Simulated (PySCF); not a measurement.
## Chromium: a sound run and one with changed settings

Sound run: Cr [Ar] 3d5 4s1, Cr⁺ [Ar] 3d5. All numbers are calculated (PySCF 2.14, scalar relativity by spin-free X2C-1e, in cc-pVDZ-DK). In the sound run the correlated levels freeze [Ar]. The sound run starts from symmetry-adapted Hartree-Fock orbitals and uses a fine grid where one is needed.

Changed run: no relativity, point nucleus. This setting is unsound on purpose.

| species | method | sound run (hartree) | changed run (hartree) | converged |
| --- | --- | --- | --- | --- |
| Cr | UHF | -1049.65356 | -1040.60933 | yes |
| Cr | LDA | -1048.46620 | -1039.42670 | yes |
| Cr | PBE0 | -1050.57241 | -1041.52972 | yes |
| Cr | MP2 | -1049.73482 | -1040.68955 | yes |
| Cr⁺ | UHF | -1049.43261 | -1040.39282 | yes |
| Cr⁺ | LDA | -1048.18833 | -1039.15501 | yes |
| Cr⁺ | PBE0 | -1050.31460 | -1041.27749 | yes |
| Cr⁺ | MP2 | -1049.49807 | -1040.45782 | yes |

Ionisation energy of Cr:

```json
{"method": "UHF", "sound run (eV)": "6.012", "changed run (eV)": "5.892"}
{"method": "LDA", "sound run (eV)": "7.561", "changed run (eV)": "7.393"}
{"method": "PBE0", "sound run (eV)": "7.015", "changed run (eV)": "6.864"}
{"method": "MP2", "sound run (eV)": "6.442", "changed run (eV)": "6.306"}
{"method": "SCS-MP2", "sound run (eV)": "6.156", "changed run (eV)": "6.030"}
```

Most of the change in total energy is the relativistic energy itself. On top of that the contraction fixes the core shape for the Hamiltonian it was made with, so the changed run is not a good calculation with the other Hamiltonian either.

For comparison, NIST gives 6.767 eV between the lowest levels.
